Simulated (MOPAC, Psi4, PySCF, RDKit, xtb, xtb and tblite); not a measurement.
Two geometries of C3H8O3Si, SMILES COC[SiH2]C(=O)O, relaxed at GFN2-xTB with one dihedral held; other torsions can differ between them too.

Structure A

```
15

C     -0.3808    -1.0746    -4.2097
O     -0.3404    -0.9717    -2.8096
C      0.9583    -1.1533    -2.2765
Si     0.7893    -0.9805    -0.3884
C      2.5370    -1.2207     0.3838
O      3.5711    -1.4259    -0.2014
O      2.4890    -1.1310     1.7182
H      0.2531    -0.3134    -4.6820
H     -0.0468    -2.0649    -4.5445
H     -1.4163    -0.9206    -4.5071
H      1.6477    -0.4067    -2.6981
H      1.3509    -2.1394    -2.5660
H      0.3306     0.3571    -0.0101
H     -0.0766    -2.0190     0.1721
H      3.3739    -1.2519     2.1080
```

Structure B

```
15

C      2.0979    -1.2521     1.1853
O      1.8228    -0.3853     0.1160
C      0.4954     0.1148     0.1220
Si    -0.8163    -1.1165    -0.5803
C      0.0866    -2.7277    -1.1062
O      0.2622    -3.7101    -0.4292
O      0.5269    -2.6425    -2.3634
H      1.4535    -2.1380     1.1709
H      1.9696    -0.7407     2.1482
H      3.1366    -1.5584     1.0750
H      0.2311     0.4526     1.1332
H      0.5302     1.0036    -0.5127
H     -1.4382    -0.5689    -1.7841
H     -1.7924    -1.4708     0.4533
H      1.0137    -3.4441    -2.6250
```

Question: Which is lower in energy at the level B3LYP-D3(BJ)/def2-SVP // GFN2-xTB (Psi4), and by how much?

Answer: A is lower, by 2.58 kcal/mol (dihedral O2–C3–Si4–C5: 180° in A, 0° in B).

E(B) − E(A) in kcal/mol at the other levels, on the same two geometries: GFN2-xTB (xtb and tblite) 1.20; MMFF94 // GFN2-xTB (RDKit) 4.78; B3LYP/def2-SVP // GFN2-xTB (Psi4) 3.87; PBE/def2-SVP // GFN2-xTB (Psi4) 2.98; PBE-D3(BJ)/def2-SVP // GFN2-xTB (Psi4) 2.21; UFF // GFN2-xTB (RDKit) 4.23; AM1, restricted, heats of formation // GFN2-xTB (MOPAC) 6.93; PM3, restricted, heats of formation // GFN2-xTB (MOPAC) 2.56; GFN1-xTB // GFN2-xTB (xtb) 2.83; restricted B3LYP/6-31G*, spherical d, density fitting // GFN2-xTB (PySCF) 3.70; restricted B3LYP/LANL2DZ, with its core potentials past Ne // GFN2-xTB (PySCF) 4.13; restricted Hartree-Fock/LANL2DZ, with its core potentials past Ne // GFN2-xTB (PySCF) 6.30; restricted Hartree-Fock/6-31G*, spherical d, density fitting // GFN2-xTB (PySCF) 5.42.
